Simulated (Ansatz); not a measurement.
C₃H₁₀O₂SeSi (SMILES CO[Si](C)([SeH])OC), singlet, geometry from GFN2-xTB; SC-NEVPT2/STO-3G, CASSCF(2,4) run with Ansatz (a program for electronic structure).

Here is a job for Ansatz.
Ansatz 0.2 input:
```yaml
crystal:
  periodic: [false, false, false]
  atoms:
    - {symbol: C, position_ang: [-1.19833721, -2.35179063, -0.46869058]}
    - {symbol: O, position_ang: [0.03775108, -1.76342443, -0.18044759]}
    - {symbol: Si, position_ang: [0.42381236, -0.19549285, -0.33693505]}
    - {symbol: C, position_ang: [0.69560109, 0.27813889, -2.16411583]}
    - {symbol: Se, position_ang: [-1.22953046, 1.06747689, 0.60316780]}
    - {symbol: O, position_ang: [1.67942730, 0.13154397, 0.62345995]}
    - {symbol: C, position_ang: [2.98008004, -0.37509380, 0.51755806]}
    - {symbol: H, position_ang: [-1.25255275, -3.29930571, 0.06661943]}
    - {symbol: H, position_ang: [-1.29447442, -2.53022476, -1.54189359]}
    - {symbol: H, position_ang: [-2.01929083, -1.70503125, -0.14243547]}
    - {symbol: H, position_ang: [-0.23677787, 0.25764508, -2.72119462]}
    - {symbol: H, position_ang: [1.38473363, -0.41059858, -2.64579682]}
    - {symbol: H, position_ang: [1.10641169, 1.27935998, -2.25379246]}
    - {symbol: H, position_ang: [-0.38419713, 2.09990035, 1.10301263]}
    - {symbol: H, position_ang: [3.44264190, -0.04284231, -0.41380090]}
    - {symbol: H, position_ang: [2.97139734, -1.46489700, 0.54251486]}
    - {symbol: H, position_ang: [3.55128075, 0.00619642, 1.36354397]}
basis:
  gaussian:
    orbitals: STO-3G
magnetization: {spin_polarized: false}
correlation: {method: sc_nevpt2, electrons: all, active_space: {window: {electrons: 2, orbitals: 4}}}
```

The log (banner, timings and long lists left out):

```
Functional definition: HF
784 factors; integrals over basis functions are off by at most 3.4e-5 eV
mean field evaluation 1: about -79589.0107 eV, gradient 3.0e1 eV
mean field evaluation 2: about -79589.2774 eV, gradient 3.0e1 eV
mean field evaluation 4: about -79592.6510 eV, gradient 1.7e0 eV
mean field evaluation 8: about -79592.6637 eV, gradient 2.0e-5 eV
mean field -79592.66371215 eV, -2924.9764415762 hartree, gradient 1.5e-6 eV, S^2 0.000000; 0 other end points of the search recorded, 0 dependent functions left out
reference -79592.66371215 eV, -2924.9764415762 hartree; 46, 46 occupied and 16, 16 virtual orbitals, 784 factors
state -79593.15491676 eV, -2924.9944930127 hartree
state -79593.15491676 eV, -2924.9944930127 hartree; corrected -79600.26282484 eV, -2925.2557038169 hartree
state -79592.91405958 eV, -2924.9856416748 hartree
state -79592.91405958 eV, -2924.9856416748 hartree; corrected -79600.22195191 eV, -2925.2542017642 hartree
state -79593.15491676 eV, -2924.9944930127 hartree; corrected -79600.26282484 eV, -2925.2557038169 hartree
WARN: 1 active orbitals are nearly empty or full. The corrections depend on them more than the energy does, and are more stable in an active space without them
Total energy: -79600.26282484 eV, -2925.2557038169 hartree
```
